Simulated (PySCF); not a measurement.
Isomers of C8H17BO. Method used: PySCF, PBE0-D3(BJ)/def2-SVP geometry optimisation, gas phase. Energies are electronic, without zero-point or thermal terms, for one conformer each. No frequencies were run at this level. Point groups hold within 0.08 Å.

Question: Rank from lowest to highest electronic energy at this level (kcal/mol).
A. `[CH3:1][CH:2]([CH3:3])[O:4][C@@H:5]1[CH2:6][BH:7][CH2:8][CH2:9][CH2:10]1` with C1–C2–O4–C5 153°, C2–O4–C5–C6 -81°, O4–C5–C6–B7 -159°, C5–C6–B7–C8 20°, C6–B7–C8–C9 -20°, B7–C8–C9–C10 39°
B. `[CH3:1][CH:2]([CH3:3])[O:4][C@H:5]1[BH:6][CH2:7][CH2:8][CH2:9][CH2:10]1` with C1–C2–O4–C5 -154°, C2–O4–C5–B6 75°, O4–C5–B6–C7 160°, C5–B6–C7–C8 -32°, B6–C7–C8–C9 42°, C7–C8–C9–C10 -57°
C. `[CH3:1][B:2]([CH3:3])[C@@H:4]1[CH2:5][CH2:6][CH2:7][O:8][CH2:9][CH2:10]1` with C1–B2–C4–C5 47°, B2–C4–C5–C6 170°, C4–C5–C6–C7 84°, C5–C6–C7–O8 -34°, C6–C7–O8–C9 -49°

Answer: C (0.0), A (2.3), B (8.0).

Neighbours under 2.5 kcal/mol apart (CB(C)[C@@H]1CCCOCC1 and CC(C)O[C@@H]1CBCCC1) can change places with a better method, another conformer or zero-point energy.

```
             SMILES      E (Eh)  E rel (kcal/mol)  dipole (D)  point group       A, B, C (MHz)
CB(C)[C@@H]1CCCOCC1  -414.38691               0.0        1.28           C1  2315, 771.5, 712.2
CC(C)O[C@@H]1CBCCC1  -414.38328               2.3        0.75           C1  2838, 682.9, 620.3
 CC(C)O[C@H]1BCCCC1  -414.37415               8.0        1.32           C1  2814, 666.4, 613.4
```

How do the relative energies change in single points at PBE0/pcSseg-1 (no added dispersion term) on the same geometries?

```tsv
SMILES	PBE0-D3(BJ)/def2-SVP (kcal/mol)	PBE0/pcSseg-1 (kcal/mol)	shift
CB(C)[C@@H]1CCCOCC1	0.0	0.0	0.0
CC(C)O[C@@H]1CBCCC1	2.3	1.5	-0.8
CC(C)O[C@H]1BCCCC1	8.0	7.4	-0.6
```

Each column counts from its own lowest isomer. The order is unchanged; the largest shift is 0.8 kcal/mol.

As an exercise, what shares would exp(−E/RT) give at 1000 K from these electronic energies alone (no entropy, no degeneracies)?

RT = 1.987 kcal/mol: CB(C)[C@@H]1CCCOCC1 74.9 %, CC(C)O[C@@H]1CBCCC1 23.8 %, CC(C)O[C@H]1BCCCC1 1.3 %.
